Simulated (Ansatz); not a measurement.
`F[CH2][Ga]1[SiH2][SiH2]1`, 11 atoms. Total charge 0; spin multiplicity 1. Correlated methods include outer-core shells of Ga, which these sets cover unevenly. Scalar relativity is left out up to krypton. All runs use 4 threads of an Arm Neoverse V2 on a shared host. Correlated methods freeze the cores.

Question: How many basis functions does each run have, and how long does it take in Ansatz? RKS PBE0-D4/def2-SVP energy; RKS PBE0-D4/def2-QZVPP energy; RKS PBE-QIDH (frozen core)/def2-TZVPP energy; RHF-CCSD(T)/def2-SVP energy; RKS PBE0-D4/def2-TZVP frequencies; RKS ωB97M-V/def2-SVP energy; direct RPA on PBE orbitals/def2-TZVPP energy; RKS PBE0-D4/def2-TZVP relaxation (8 steps); RKS r2SCANh-D4/def2-TZVPP energy; RKS HSE06 (plane-wave form)-D4/def2-TZVPP energy; RHF-CCSD(T)/def2-TZVPP energy; RKS ωB97M-V/def2-QZVPP energy. (Estimate.)

Answer: The calculation gave: Other jobs shared the machine, so times are rough.

| level | job | functions | wall time | peak host memory (GiB) |
| --- | --- | --- | --- | --- |
| RKS PBE0-D4/def2-SVP | energy | 126 | 1.8 s | 0.3 |
| RKS HSE06 (plane-wave form)-D4/def2-TZVPP | energy | 278 | 5.5 s | 0.99 |
| direct RPA on PBE orbitals/def2-TZVPP | energy | 278 | 7.5 s | 0.7 |
| RKS ωB97M-V/def2-SVP | energy | 126 | 7.5 s | 0.47 |
| RKS r2SCANh-D4/def2-TZVPP | energy | 278 | 8.5 s | 0.96 |
| RKS PBE-QIDH (frozen core)/def2-TZVPP | energy | 278 | 9 s | 0.81 |
| RHF-CCSD(T)/def2-SVP | energy | 126 | 12 s | 0.68 |
| RKS PBE0-D4/def2-QZVPP | energy | 523 | 15 s | 2.6 |
| RKS ωB97M-V/def2-QZVPP | energy | 523 | 32 s | 2.7 |
| RKS PBE0-D4/def2-TZVP | relaxation (8 steps) | 220 | 42 s | 0.73 |
| RKS PBE0-D4/def2-TZVP | frequencies | 220 | 3.7 min | 0.73 |
| RHF-CCSD(T)/def2-TZVPP | energy | 278 | 5.5 min | 7.3 |
